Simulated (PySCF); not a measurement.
BiCl3 (SMILES [Cl][Bi]([Cl])[Cl]), singlet, geometry from GFN2-xTB (such geometries of metal compounds can be far from the true shape) (core potentials on Bi).

PySCF was given this input:
```python
from pyscf import gto, scf, dft

mol = gto.M(
    atom='''
Bi   -0.00428098   -0.00067467    0.50283800
Cl   -1.83162453   -0.99302219   -0.83533113
Cl    0.06534181    2.09049123   -0.81504384
Cl    1.78718399   -1.09417508   -0.80465760
''',
    basis='def2-svp',
    ecp={'Bi': 'def2-svp'},
    verbose=4,
)

mf = dft.RKS(mol)
mf.xc = 'b97m_v'
mf = mf.density_fit(auxbasis='def2-universal-jkfit')
mf.kernel()
```

### Question
What is the computed dipole moment (PySCF with DF-B97M-V/def2-SVP)?

### Answer
4.92 D

### Question
What HOMO-LUMO gap does DF-B97M-V/def2-SVP give?

### Answer
4.87 eV

### Question
Estimate the Mulliken (on the basis functions themselves) charges in atom order that DF-B97M-V/def2-SVP returns for this input.

### Answer
Bi1 1.06, Cl2 -0.35, Cl3 -0.35, Cl4 -0.35

### Question
Estimate the total energy that DF-B97M-V/def2-SVP returns for this input.

### Answer
-1594.5661 Eh

### Question
Estimate the number of basis functions that DF-B97M-V/def2-SVP returns for this input.

### Answer
80

### Question
Predict the nuclear repulsion energy from DF-B97M-V/def2-SVP.

### Answer
377.7503 Eh
